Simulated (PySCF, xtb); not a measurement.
C₂H₄ClGa, SMILES C=[CH][GaH][Cl]. One conformer was computed; it need not be the lowest.

Harmonic wavenumbers (cm⁻¹) from xtb with GFN2-xTB at its own minimum, in rising order: 84, 101, 254, 296, 369, 443, 478, 554, 920, 955, 1014, 1196, 1387, 1542, 1623, 2978, 3002, 3045.

What does TPSSh-D3(BJ)/def2-SVP in PySCF give at its own minimum? (Estimate from the structure and the level; the computed values follow.)

111, 113, 302, 376, 402, 536, 575, 624, 995, 1014, 1045, 1270, 1420, 1641, 2018, 3108, 3136, 3204. Paired by order, the mean absolute difference is 92 cm⁻¹ and the zero-point energies are 28.9 and 31.3 kcal/mol.
